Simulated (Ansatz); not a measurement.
Cost and result for the atomization energy of AlH9O3Si3 (`[SiH3][O][Al]([O][SiH3])[O][SiH3]`) (16 atoms, 15 bonds).

Cartesian coordinates in Å:
```
Si -2.925 1.332 -0.569
O -1.492 0.580 -0.434
Al 0.008 -0.006 0.004
O 0.788 -1.113 -0.970
Si 1.247 -2.154 -2.129
O 0.728 0.516 1.416
Si 1.677 0.824 2.697
H -3.048 1.938 -1.921
H -3.053 2.406 0.452
H -4.027 0.352 -0.375
H 2.567 -1.745 -2.676
H 1.361 -3.522 -1.558
H 0.255 -2.178 -3.237
H 1.835 2.293 2.862
H 3.021 0.215 2.513
H 1.059 0.262 3.926
```

The species carries charge 0 and has multiplicity 1. All single points use the PBE0-D4/def2-TZVP geometry. It is one conformer, not always the lowest. Program: Ansatz. All runs use 2 threads of an AMD EPYC 7R13 on a shared host and a share of an NVIDIA H100 80 GB. Times are those of one run each, without the atoms' runs, and a repeat can differ threefold. Electronic energies, without spin–orbit coupling; frozen cores. CCSD(T)/CBS adds CCSD(T) − MP2 in def2-TZVPP to the MP2 limit, and its time is that of the two runs behind it. T1 = 0.012. B3LYP takes the VWN-RPA correlation (the form of Gaussian; ORCA's B3LYP/G). HSE06 is the plane-wave form, built on full-range PBE exchange.

CCSD(T)/CBS is a level of theory with its own doubt, some kJ/mol a heavy atom from the limit and from the frozen cores, so smaller differences don't rank the functionals.

```tsv
level	functions	wall time	atomization (kJ/mol)	difference from CCSD(T)/CBS	per bond
CCSD(T)/def2-SVP	159	2.4 s	5338.2	-444.1	-29.6
CAM-B3LYP-D4/def2-TZVPP	387	2.9 s	5780.1	-2.2	-0.1
HSE06-D4/def2-TZVPP	387	3 s	5624.0	-158.3	-10.5
BHLYP-D4/def2-TZVPP	387	3.3 s	5628.9	-153.4	-10.2
PBE-QIDH/def2-TZVPP	387	3.3 s	5656.8	-125.5	-8.4
B3LYP-D4/def2-TZVPP (with forces)	387	4 s	5724.4	-57.9	-3.9
PBE-D4/def2-TZVPP (with forces)	387	4.5 s	5672.4	-109.9	-7.3
r2SCAN-D4/def2-TZVPP (with forces)	387	5.5 s	5744.9	-37.4	-2.5
r2SCANh-D4/def2-TZVPP	387	5.5 s	5711.9	-70.4	-4.7
ωB97M-V/def2-TZVPP (with forces)	387	5.5 s	5753.8	-28.5	-1.9
MP2/def2-QZVPP	721	6 s	5805.9	23.6	1.6
CCSD(T)/def2-TZVPP	387	13 s	5619.3	-163.0	-10.9
CCSD(T)/CBS(def2)	–	19 s	5782.3	0.0	0.0
```

Leaving LDA and LC-ωPBE aside and taking each functional with its dispersion term where it has one, the values, not all of them listed here, spread over 226.0 kJ/mol, from revPBE-D4 to CAM-B3LYP-D4. LDA lies +723.5 kJ/mol from PBE without D4, its usual overbinding. From PBE to PBE0 (25 % exact exchange), in def2-TZVPP and without D4, the atomization energy moves by −45.5 kJ/mol: exact exchange takes away binding that semilocal exchange gives to molecules. The D4 term adds +58.9 kJ/mol with B3LYP and +31.8 kJ/mol with PBE0; it sums over pairs of atoms, weighted by their polarisabilities, and B3LYP, whose exchange is more repulsive, gets the larger term.
